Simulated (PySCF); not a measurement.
PySCF 2.14 output of an unrestricted r2SCAN calculation on a single atom or ion in cc-pVDZ-DK (6s5p3d1f, 43 functions), with the spin-free X2C one-electron Hamiltonian (Gaussian nucleus):

```
SCF conv_tol = 1e-09
number electrons alpha = 13  beta = 9
    J. W. Furness, A. D. Kaplan, J. Ning, J. P. Perdew, and J. Sun.,  J. Phys. Chem. Lett. 11, 8208-8215 (2020)
    J. W. Furness, A. D. Kaplan, J. Ning, J. P. Perdew, and J. Sun.,  J. Phys. Chem. Lett. 11, 9248-9248 (2020)
    J. W. Furness, A. D. Kaplan, J. Ning, J. P. Perdew, and J. Sun.,  J. Phys. Chem. Lett. 11, 8208-8215 (2020)
    J. W. Furness, A. D. Kaplan, J. Ning, J. P. Perdew, and J. Sun.,  J. Phys. Chem. Lett. 11, 9248-9248 (2020)
cycle= 1 E= -1049.86795104085  delta_E= -0.00317  |g|= 0.0182  |ddm|= 0.256
cycle= 2 E= -1049.8679981339  delta_E= -4.71e-05  |g|= 0.0134  |ddm|= 0.092
cycle= 3 E= -1049.86806317632  delta_E= -6.5e-05  |g|= 0.000618  |ddm|= 0.039
cycle= 4 E= -1049.86806330775  delta_E= -1.31e-07  |g|= 2.04e-05  |ddm|= 0.00191
cycle= 5 E= -1049.86806330794  delta_E= -1.88e-10  |g|= 1.2e-06  |ddm|= 9.42e-05
converged SCF energy = -1049.86806330794  <S^2> = 6.0005221  2S+1 = 5.0002088
```

The run itself started from symmetry-adapted Hartree-Fock orbitals and held the occupation by maximum overlap, on a logarithmic radial grid, so the iterations belong to that start.

Q: Which element, charge and spin multiplicity is this?

A: Cr²⁺ (chromium, charge +2), multiplicity 5; the state was [Ar] 3d4, high-spin 5D determinant.
